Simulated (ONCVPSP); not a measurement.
Configuration tests for cadmium (ONCV)

Cd, optimised norm-conserving Vanderbilt (ONCV), made with ONCVPSP 4.0.1 (PBE, scalar-relativistic). Core [Ar] 3d10, reference 4s2 4p6 4d10 5s1.5 (charge +0.5). Waves: 4s+5s: rc 1.50 bohr, ncon 3, nbas 7, qcut 10.1 1/bohr, 2 projectors; 4p: rc 1.05 bohr, ncon 4, nbas 9, qcut 7.6 1/bohr, 2 projectors, debl 3.4 Ha; 4d: rc 1.75 bohr, ncon 4, nbas 9, qcut 7.4 1/bohr, 2 projectors, debl 3.8 Ha. Local part: polynomial inside 0.95 bohr (lpopt 4, dvloc0 1 Ha). Core correction: Teter function, fcfact 3.75, rcfact 1.8.

Energies are relative to the spin-unpolarised reference configuration 4s2 4p6 4d10 5s1.5; without spin polarisation the order of configurations can differ from experiment.

Problem. Give the all-electron excitation energy and the error of the potential for: 4s2 4p6 4d10 5s2; 4s2 4p6 4d10 5s1; 4s2 4p6 4d10 5s0; 4s2 4p6 4d9 5s2.

Solution.

| valence configuration | charge | ΔE all-electron (eV) | error AE − PS (meV) |
| --- | --- | --- | --- |
| 4s2 4p6 4d10 5s2 | 0 | -3.711 | +0.6 |
| 4s2 4p6 4d10 5s1 | +1 | 5.562 | -1.0 |
| 4s2 4p6 4d10 5s0 | +2 | 22.688 | -5.6 |
| 4s2 4p6 4d9 5s2 | +1 | 14.264 | +15 |

Levels in the configuration 4s2 4p6 4d10 5s2:

```json
{"level": "4s", "all-electron (eV)": "-105.918", "pseudo (eV)": "-105.909"}
{"level": "4p", "all-electron (eV)": "-66.967", "pseudo (eV)": "-66.964"}
{"level": "4d", "all-electron (eV)": "-11.733", "pseudo (eV)": "-11.731"}
{"level": "5s", "all-electron (eV)": "-5.660", "pseudo (eV)": "-5.660"}
```
